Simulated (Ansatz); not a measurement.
`C[CH2][Sn][Br]` + `N[AsH]O` → `[OH][Sn][Br]` + `CC[AsH]N`  (redistribution)

Computed with Ansatz on PBE0-D4/def2-TZVP structures; ΔE is electronic, products minus reactants. CCSD(T)/CBS adds triple-zeta CCSD(T) − MP2 to the extrapolated MP2 energy (def2 sets, frozen cores). DFT in def2-TZVPP. B3LYP here is the variant with VWN-RPA as its local correlation; programs differ in this. Elements past krypton have def2 core potentials. For As, Br, Sn outer-core shells are correlated without core-valence functions, which leaves a few kJ/mol of doubt a bond. Scalar relativity is left out up to krypton. One conformer a species, not always the lowest.

```csv
level,ΔE (kJ/mol)
B3LYP-D4,-66.9
ωB97M-V,-65.4
B2PLYP,-69.5
PBE,-68.5
PBE0,-66.8
MP2/def2-QZVPP,-71.5
SCS-MP2/def2-QZVPP,-69.7
MP2/CBS(def2),-73.1
```

(1) What does CCSD(T)/CBS give? (Estimate.)

Largest T1 diagnostic among the species: 0.015.

## Answers

(1) The calculation gave: -70.6 kJ/mol. The listed levels differ from it by 3.7, 5.2, 1.1, 2.1, 3.8, -0.9, 0.9, -2.5 kJ/mol.
